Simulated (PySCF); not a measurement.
**How methods differ on the ionisation energy of Kr+**

Kr+ [Ar] 3d10 4s2 4p5 (2P) → Kr(2+) [Ar] 3d10 4s2 4p4 (3P), as a difference of total energies. All numbers are calculated (PySCF 2.14, a scalar-relativistic core potential, in aug-cc-pVDZ-PP with ECP10MDF (5s4p3d, 32 functions)). Correlated levels: valence: 3s2 3p6 3d10 frozen. The calculations carry no spin-orbit coupling.

| method | ionisation energy (eV) | difference from reference (eV) |
| --- | --- | --- |
| UHF | 23.246 | -1.114 |
| M06-2X | 24.107 | -0.253 |
| r2SCAN | 24.410 | +0.050 |
| MP2 (valence) | 23.853 | -0.507 |
| SCS-MP2 (valence) | 23.824 | -0.536 |
| CCSD (valence) | 23.824 | -0.536 |
| CCSD(T) (valence) | 23.835 | -0.525 |

Reference: 24.360 eV (measured; NIST Atomic Spectra Database, ionization energies).

The reference lies between the lowest fine-structure levels, while these numbers refer to the centres of the terms.

Errors of the correlated levels include the incompleteness of this basis and the frozen core.
